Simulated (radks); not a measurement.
Q: All-electron atom: the lead ion Pb4+ in [Xe] 4f14 5d10. Calculated with a radial shooting solver on a logarithmic mesh with Libxc functionals: Dirac Kohn-Sham, BP86, spin-unpolarised, spherical densities, finite nucleus; Fermi nuclear charge, rms radius 5.5012 fm. Some entries of the table are withheld. Estimate them.

| orbital | occ. | eigenvalue (hartree) | <1/r> (bohr^-1) | <r> (bohr) |
|---|---|---|---|---|
| 1s1/2 | 2 | -3232.818 | 101.3 | 0.01606 |
| 2s1/2 | 2 | (1) | 25.04 | 0.06692 |
| 2p1/2 | 2 | -556.3836 | 25.01 | 0.05487 |
| 2p3/2 | 4 | -475.9002 | 19.97 | 0.06379 |
| 3s1/2 | 2 | -140.1421 | 9.185 | 0.1740 |
| 3p1/2 | 2 | -129.8634 | 9.100 | 0.1644 |
| 3p3/2 | 4 | -111.9081 | 7.781 | 0.1807 |
| 3d3/2 | 4 | -94.90415 | 7.680 | 0.1570 |
| 3d5/2 | 6 | -91.08320 | 7.387 | 0.1619 |
| 4s1/2 | 2 | -32.90528 | 3.901 | 0.3841 |
| 4p1/2 | 2 | -28.44449 | 3.793 | 0.3853 |
| 4p3/2 | 4 | -24.04908 | 3.336 | 0.4198 |
| 4d3/2 | 4 | -16.75685 | 3.139 | 0.4245 |
| 4d5/2 | 6 | -15.93642 | 3.036 | 0.4356 |
| 5s1/2 | 2 | -6.80026 | 1.620 | 0.8539 |
| 4f5/2 | 6 | (2) | 2.696 | 0.4507 |
| 4f7/2 | 8 | (3) | 2.657 | 0.4570 |
| 5p1/2 | 2 | -5.27536 | 1.498 | 0.9114 |
| 5p3/2 | 4 | -4.45098 | 1.332 | 1.001 |
| 5d3/2 | 4 | -2.32821 | 1.058 | 1.237 |
| 5d5/2 | 6 | -2.22800 | 1.021 | 1.276 |

A: 
(1) 2s1/2 eigenvalue (hartree): -579.0120
(2) 4f5/2 eigenvalue (hartree): -6.49992
(3) 4f7/2 eigenvalue (hartree): -6.31492
